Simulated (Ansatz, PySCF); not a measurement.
Pulling on the B1–H2 bond in CH6BN (SMILES BNC) (multiplicity 1 held, fragments rigid). Energies count from the point at 1.193 Å.
Geometry at that point (charge 0, multiplicity 1):
```xyz
9

B     -0.174     0.169     1.360
H     -1.047     0.516     2.096
H      0.905    -0.150     1.760
N     -0.421     0.138    -0.002
C      0.505    -0.252    -1.053
H     -1.332     0.407    -0.344
H      0.678     0.567    -1.756
H      0.130    -1.110    -1.617
H      1.457    -0.526    -0.602
```

R- and RO- levels are restricted; in cc, def2 and unpolarised 6-31G sets they are followed outwards from rest. Unrestricted levels (U-) break spin symmetry where that is lower. Levels need not reach the same state.

Cores are frozen in the correlated methods. Rows in 6-31G* carry no dispersion term and start afresh at each structure (6-31G* with six Cartesian d functions).

Codes used: Ansatz (a program for electronic structure) with Gaussian orbitals; PySCF for 6-31G* rows. 

Energies in eV.

```json
[
 {"R (Å)": "0.954", "R-HF/6-31G*": "1.11", "R-HF/cc-pVTZ": "1.05", "U-PBE/cc-pVTZ": "1.07", "U-B3LYP/cc-pVTZ": "1.01", "U-CCSD/cc-pVTZ": "1.04", "R-CCSD(T)/cc-pVTZ": "1.05"},
 {"R (Å)": "1.074", "R-HF/6-31G*": "0.22", "R-HF/cc-pVTZ": "0.21", "U-PBE/cc-pVTZ": "0.23", "U-B3LYP/cc-pVTZ": "0.20", "U-CCSD/cc-pVTZ": "0.21", "R-CCSD(T)/cc-pVTZ": "0.21"},
 {"R (Å)": "1.193", "R-HF/6-31G*": "0.00", "R-HF/cc-pVTZ": "0.00", "U-PBE/cc-pVTZ": "0.00", "U-B3LYP/cc-pVTZ": "0.00", "U-CCSD/cc-pVTZ": "0.00", "R-CCSD(T)/cc-pVTZ": "0.00"},
 {"R (Å)": "1.312", "R-HF/6-31G*": "0.15", "R-HF/cc-pVTZ": "0.15", "U-PBE/cc-pVTZ": "0.11", "U-B3LYP/cc-pVTZ": "0.14", "U-CCSD/cc-pVTZ": "0.14", "R-CCSD(T)/cc-pVTZ": "0.13"},
 {"R (Å)": "1.432", "R-HF/6-31G*": "0.50", "R-HF/cc-pVTZ": "0.49", "U-PBE/cc-pVTZ": "0.41", "U-B3LYP/cc-pVTZ": "0.46", "U-CCSD/cc-pVTZ": "0.46", "R-CCSD(T)/cc-pVTZ": "0.45"},
 {"R (Å)": "1.611", "R-HF/6-31G*": "1.21", "R-HF/cc-pVTZ": "1.17", "U-PBE/cc-pVTZ": "1.00", "U-B3LYP/cc-pVTZ": "1.09", "U-CCSD/cc-pVTZ": "1.10", "R-CCSD(T)/cc-pVTZ": "1.08"},
 {"R (Å)": "1.790", "R-HF/6-31G*": "1.97", "R-HF/cc-pVTZ": "1.92", "U-PBE/cc-pVTZ": "1.65", "U-B3LYP/cc-pVTZ": "1.77", "U-CCSD/cc-pVTZ": "1.78", "R-CCSD(T)/cc-pVTZ": "1.75"},
 {"R (Å)": "2.088", "R-HF/6-31G*": "3.21", "R-HF/cc-pVTZ": "3.11", "U-PBE/cc-pVTZ": "2.66", "U-B3LYP/cc-pVTZ": "2.83", "U-CCSD/cc-pVTZ": "2.85", "R-CCSD(T)/cc-pVTZ": "2.77"},
 {"R (Å)": "2.386", "R-HF/6-31G*": "4.32", "R-HF/cc-pVTZ": "4.16", "U-PBE/cc-pVTZ": "3.51", "U-B3LYP/cc-pVTZ": "3.70", "U-CCSD/cc-pVTZ": "3.70", "R-CCSD(T)/cc-pVTZ": "3.56"},
 {"R (Å)": "2.744", "R-HF/6-31G*": "5.45", "R-HF/cc-pVTZ": "5.19", "U-PBE/cc-pVTZ": "4.16", "U-B3LYP/cc-pVTZ": "4.30", "U-CCSD/cc-pVTZ": "4.37", "R-CCSD(T)/cc-pVTZ": "4.16"},
 {"R (Å)": "3.221", "R-HF/6-31G*": "6.67", "R-HF/cc-pVTZ": "6.25", "U-PBE/cc-pVTZ": "4.51", "U-B3LYP/cc-pVTZ": "4.63", "U-CCSD/cc-pVTZ": "4.70", "R-CCSD(T)/cc-pVTZ": "4.44"},
 {"R (Å)": "3.818", "R-HF/6-31G*": "7.81", "R-HF/cc-pVTZ": "7.20", "U-PBE/cc-pVTZ": "4.63", "U-B3LYP/cc-pVTZ": "4.77", "U-CCSD/cc-pVTZ": "4.78", "R-CCSD(T)/cc-pVTZ": "4.20"}
]
```

Doubts at one or more of the structures used: a restricted determinant that unrestricted orbitals would lower (R-HF/6-31G*, R-HF/cc-pVTZ, R-CCSD(T)/cc-pVTZ); a spin-contaminated determinant (U-PBE/cc-pVTZ, U-B3LYP/cc-pVTZ, U-CCSD/cc-pVTZ); T1 above 0.05 (U-CCSD/cc-pVTZ, R-CCSD(T)/cc-pVTZ); the program's own flag: other amplitudes (U-CCSD/cc-pVTZ); other coupled-cluster roots lie near (R-CCSD(T)/cc-pVTZ).
